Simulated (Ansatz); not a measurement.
System: sum formula H3SiO, net charge -1, singlet state. It need not be the lowest isomer of its formula. Whether it binds its extra electron was not tested at this geometry. 
Coordinates optimised at B3LYP-D3(BJ)/def2-TZVP (Ansatz, a first-principles code):
```xyz
5

Si    -0.3912    -0.0039    -0.1429
O      1.0780     0.0108     0.3939
H     -0.7741    -1.1285    -1.1052
H     -1.5129    -0.1205     0.8893
H     -0.8602     1.2174    -0.9340
```
Charge -1, spin multiplicity 1.

Basis-set convergence of Hartree-Fock and CCSD correlation energies (hartree) with Ansatz. Cores are frozen in the correlated levels unless marked. No spin-orbit coupling. No relativistic terms. This anion needs diffuse functions, which these sets lack.

```csv
basis,functions,E(HF),"E(corr, CCSD)"
def2-SVP,47,-365.39632,-0.32583
def2-TZVPP,115,-365.61362,-0.40843
def2-QZVPP,217,[?],[?]
```

Fill in the missing entries.


- def2-QZVPP, E(HF): -365.62889
- def2-QZVPP, E(corr, CCSD): -0.43546
